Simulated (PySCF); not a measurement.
hydrogen fluoride, charge +1, doublet, at a GFN2-xTB geometry (a state made from the parent by changing its charge; the spin is typed, not shown lowest); CCSD(T)/6-31G** (PySCF).

The PySCF input:
```python
from pyscf import gto, scf, cc

mol = gto.M(
    atom='''
F    -0.00000000   -0.00000000   -0.10443316
H     0.00000000    0.00000000    0.93989843
''',
    basis='6-31g**',
    charge=1,
    spin=1,
    verbose=4,
)

mf = scf.UHF(mol)
mf.kernel()

mycc = cc.CCSD(mf, frozen=1)
mycc.kernel()
et = mycc.ccsd_t()
print('E(CCSD(T)) = %.10f' % (mycc.e_tot + et))
```

**Question.** What does PySCF print? Leave out banner, timings and long lists.

**Answer.** 
```
PySCF version 2.14.0

[INPUT] verbose = 4
[INPUT] num. atoms = 2
[INPUT] num. electrons = 9
[INPUT] charge = 1
[INPUT] spin (= nelec alpha-beta = 2S) = 1
[INPUT] symmetry False subgroup None
[INPUT] Mole.unit = angstrom
[INPUT] Symbol           X                Y                Z      unit          X                Y                Z       unit  Magmom
[INPUT]  1 F      0.000000000000   0.000000000000  -0.104433160000 AA    0.000000000000   0.000000000000  -0.197350070723 Bohr   0.0
[INPUT]  2 H      0.000000000000   0.000000000000   0.939898430000 AA    0.000000000000   0.000000000000   1.776150617609 Bohr   0.0

nuclear repulsion = 4.56042404910877
number of shells = 9
number of NR pGTOs = 34
number of NR cGTOs = 19
basis = 6-31g**
ecp = {}

******** <class 'pyscf.scf.uhf.UHF'> ********
method = UHF
initial guess = minao
damping factor = 0
level_shift factor = 0
DIIS = <class 'pyscf.scf.diis.CDIIS'>
diis_start_cycle = 1
diis_space = 8
diis_damp = 0
SCF conv_tol = 1e-09
SCF conv_tol_grad = None
SCF max_cycles = 50
direct_scf = True
direct_scf_tol = 1e-13
number electrons alpha = 5  beta = 4
Set gradient conv threshold to 3.16228e-05
init E= -99.6788572235382

cycle= 1 E= -99.4410619704806  delta_E= 0.238  |g|= 0.372  |ddm|= 0.785
cycle= 2 E= -99.4871877635036  delta_E= -0.0461  |g|= 0.125  |ddm|= 0.263
cycle= 3 E= -99.492137087021  delta_E= -0.00495  |g|= 0.0229  |ddm|= 0.0705
cycle= 4 E= -99.4924400450034  delta_E= -0.000303  |g|= 0.00795  |ddm|= 0.0171
cycle= 5 E= -99.4925062014305  delta_E= -6.62e-05  |g|= 0.00326  |ddm|= 0.00843
cycle= 6 E= -99.4925231028203  delta_E= -1.69e-05  |g|= 0.001  |ddm|= 0.0052
cycle= 7 E= -99.4925249638484  delta_E= -1.86e-06  |g|= 0.000189  |ddm|= 0.00198
cycle= 8 E= -99.4925250134959  delta_E= -4.96e-08  |g|= 2.89e-05  |ddm|= 0.000343
cycle= 9 E= -99.4925250141376  delta_E= -6.42e-10  |g|= 3.5e-06  |ddm|= 3.45e-05
Extra cycle  E= -99.4925250141455  delta_E= -7.87e-12  |g|= 1.27e-06  |ddm|= 2.82e-06
converged SCF energy = -99.4925250141455  <S^2> = 0.75469914  2S+1 = 2.0046936

******** <class 'pyscf.cc.uccsd.UCCSD'> ********
CC2 = 0
CCSD nocc = (np.int64(4), np.int64(3)), nmo = (18, 18)
frozen orbitals 1
max_cycle = 50
direct = 0
conv_tol = 1e-07
conv_tol_normt = 1e-06
diis_space = 6
diis_start_cycle = 0
diis_start_energy_diff = 1e+09
Init t2, MP2 energy = -0.129663381258699
Init E_corr(UCCSD) = -0.129663381259559
cycle = 1  E_corr(UCCSD) = -0.137644821305837  dE = -0.00798144005  norm(t1,t2) = 0.0343006
cycle = 2  E_corr(UCCSD) = -0.140488343315578  dE = -0.00284352201  norm(t1,t2) = 0.0102327
cycle = 3  E_corr(UCCSD) = -0.141528224598739  dE = -0.00103988128  norm(t1,t2) = 0.00529405
cycle = 4  E_corr(UCCSD) = -0.141765555939472  dE = -0.000237331341  norm(t1,t2) = 0.00195599
cycle = 5  E_corr(UCCSD) = -0.141723035754573  dE = 4.25201849e-05  norm(t1,t2) = 0.00101691
cycle = 6  E_corr(UCCSD) = -0.141742990788852  dE = -1.99550343e-05  norm(t1,t2) = 0.00028728
cycle = 7  E_corr(UCCSD) = -0.141745586243574  dE = -2.59545472e-06  norm(t1,t2) = 5.82559e-05
cycle = 8  E_corr(UCCSD) = -0.141745387600468  dE = 1.98643106e-07  norm(t1,t2) = 1.53487e-05
cycle = 9  E_corr(UCCSD) = -0.141745102715626  dE = 2.84884842e-07  norm(t1,t2) = 4.87869e-06
cycle = 10  E_corr(UCCSD) = -0.141744987718023  dE = 1.14997603e-07  norm(t1,t2) = 1.25179e-06
cycle = 11  E_corr(UCCSD) = -0.141745001289655  dE = -1.35716319e-08  norm(t1,t2) = 2.05082e-07
UCCSD converged
E(UCCSD) = -99.63427001543512  E_corr = -0.141745001289655
UCCSD(T) correction = -0.00173783542020113
E(CCSD(T)) = -99.6360078509
```
